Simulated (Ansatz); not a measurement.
`Cl[SiH]1PS1`. Charge 0, multiplicity 1.

```xyz
6

Cl    1.8171    1.1872   -0.5319
Si    0.1664   -0.0011   -0.6702
P    -0.6599   -0.9990    1.1075
S    -1.6415    0.6897    0.1002
H     0.1602   -0.6492   -1.9924
H     0.1576   -0.2276    1.9867
```

(1) What are the harmonic wavenumbers in cm⁻¹ at PBE0-D4/def2-TZVP (Ansatz, finite differences of forces, unscaled)? (Best estimate.)

(2) Is this a minimum?

(3) Give the ideal-gas thermochemistry at 298.15 K and 1 bar (rigid rotor, harmonic oscillator; point group C1, symmetry number 1).

(4) Rotational constants (cm⁻¹)?

Results:

(1) Computed: 149, 182, 393, 454, 510, 590, 653, 692, 804, 816, 2288, 2356.

(2) Yes, all 12 modes are real.

(3) Zero-point energy 59.1 kJ/mol; H(298) − E = 75.9 kJ/mol; entropy 322.6 J/(mol·K), of which translation 169.4, rotation 115.8, vibration 37.4; G(298) − E = -20.3 kJ/mol.

(4) 0.1672, 0.05665, 0.04792.
